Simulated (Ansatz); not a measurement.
Coupled-cluster diagnostics for Pb2O4, Ansatz.

Geometry of the singlet (PBE-D4/def2-SVP):

```xyz
6

Pb    0.609    1.688   -1.042
Pb   -0.094   -0.072    2.071
O     0.520    1.721    1.090
O    -0.505   -1.487    0.438
O    -0.480   -1.512   -0.963
O    -0.049   -0.337   -1.594
```

In the def2 sets Pb takes a core potential; there is no spin–orbit coupling. Correlated methods freeze 12 core orbitals; core or outer-core shells of Pb are correlated, in sets that lack core-valence functions. The structure holds 2 bonds between oxygen atoms, so isomers without such links may lie far lower. Another isomer (triplet) lies 1.27 eV lower at PBE0-D4/def2-TZVP; other spin states weren't run for this one.

(1) Estimate the CCSD(T) correlation energy, the shares of MP2 and (T), T1 and the reference's ⟨S²⟩ for: charge 0, singlet, own geometry in def2-SVP; and the rough time on 4 threads of Arm Neoverse V2 on a shared host.

Answers

(1) 
```tsv
state	basis	correlation (eV)	MP2 share (%)	(T) share (%)	T1	⟨S²⟩ (pure)	wall time	remarks
charge 0, singlet, own geometry	def2-SVP	-27.165	94.9	4.2	0.033	0.00 (0.00)	17 s	large T1 (0.033)
```
Customary marks for T1 are 0.02 (closed shells), 0.045 (open shells) and about 0.05 (3d metals). T1 exceeds 0.02 in 1 of 1 rows and 0.045 in 0; the higher it lies, the less the single-reference result can be trusted.
